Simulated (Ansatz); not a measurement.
Ge6H8. Total charge 0; triplet. Geometry PBE0-D4/def2-SVP, that of the neutral singlet; atoms count from 1.

| atom | x (Å) | y (Å) | z (Å) |
| --- | --- | --- | --- |
| Ge1 | 0.547 | 1.813 | 1.757 |
| Ge2 | -0.447 | -1.727 | -1.651 |
| Ge3 | 0.086 | -1.101 | 0.656 |
| Ge4 | 1.091 | -0.015 | -2.609 |
| Ge5 | 0.118 | 1.069 | -0.720 |
| Ge6 | -0.494 | -0.243 | 2.812 |
| H7 | 1.631 | -1.269 | 0.724 |
| H8 | 2.561 | -0.426 | -2.450 |
| H9 | -0.981 | 2.243 | 1.540 |
| H10 | -1.306 | 1.500 | -1.149 |
| H11 | -1.864 | -1.110 | -1.912 |
| H12 | 0.270 | -1.029 | 3.896 |
| H13 | 0.788 | 0.527 | -4.015 |
| H14 | -2.002 | -0.234 | 3.121 |

At PBE0-D4/def2-TZVP a singlet of charge 0 lies 1.90 eV below the triplet at the same geometry. The structure comes from a short search, and lower isomers may exist.

(1) Estimate the Mulliken populations from the PBE0/def2-TZVP orbitals of Ansatz.

(2) Where does the spin sit?

(3) And the Mayer bond orders between heavy atoms (over 0.3)?

Answers

(1) 
```json
{"atom": "Ge1", "charge (e)": "-0.04", "spin (α − β)": "0.44"}
{"atom": "Ge2", "charge (e)": "-0.04", "spin (α − β)": "0.72"}
{"atom": "Ge3", "charge (e)": "-0.10", "spin (α − β)": "0.17"}
{"atom": "Ge4", "charge (e)": "0.01", "spin (α − β)": "0.11"}
{"atom": "Ge5", "charge (e)": "-0.13", "spin (α − β)": "0.37"}
{"atom": "Ge6", "charge (e)": "0.01", "spin (α − β)": "0.18"}
{"atom": "H7", "charge (e)": "0.04", "spin (α − β)": "-0.01"}
{"atom": "H8", "charge (e)": "0.04", "spin (α − β)": "-0.01"}
{"atom": "H9", "charge (e)": "0.02", "spin (α − β)": "0.00"}
{"atom": "H10", "charge (e)": "0.05", "spin (α − β)": "0.00"}
{"atom": "H11", "charge (e)": "0.04", "spin (α − β)": "0.02"}
{"atom": "H12", "charge (e)": "0.03", "spin (α − β)": "0.00"}
{"atom": "H13", "charge (e)": "0.04", "spin (α − β)": "0.00"}
{"atom": "H14", "charge (e)": "0.03", "spin (α − β)": "0.01"}
```
Mulliken values depend strongly on the basis.

(2) Summed by element: Ge 1.98, H 0.02, of 2 unpaired in all. Largest on single atoms: Ge2 0.72, Ge1 0.44, Ge5 0.37.

(3) Ge1–Ge5 0.84 (2.62 Å); Ge1–Ge6 0.80 (2.54 Å); Ge2–Ge3 0.84 (2.45 Å); Ge2–Ge4 0.85 (2.49 Å); Ge3–Ge5 0.74 (2.57 Å); Ge3–Ge6 0.85 (2.39 Å); Ge4–Ge5 0.84 (2.39 Å).
